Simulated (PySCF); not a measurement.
C3H3N, SMILES C=CC#N.

The structure is a stationary point at B3LYP-D3(BJ)/def2-SVP.

Two levels are set side by side: PBE/def2-TZVPD (PySCF) and r2SCAN/def2-TZVPD (PySCF). Same geometry, gas phase. Differences are taken from unrounded values.

| quantity | r2SCAN |
|---|---|
| orbital gap (eV) | 4.92 |
| highest occupied level (eV) | -7.53 |
| lowest empty level (eV) | -2.61 |
| dipole moment (D) | 4.03 |
| mean polarisability (bohr³) | 43.4 |

What does PBE give, and how far is it from r2SCAN? (An estimate is asked for; the answer gives what the named calculation found.)


```csv
quantity,PBE,PBE minus r2SCAN
orbital gap (eV),4.56,-0.36
highest occupied level (eV),-7.34,0.19
lowest empty level (eV),-2.78,-0.17
dipole moment (D),3.91,-0.12
mean polarisability (bohr³),44.1,0.7
```

Rough cost on one machine, each run with all the roots and properties that it gave: r2SCAN against PBE about 5 times.
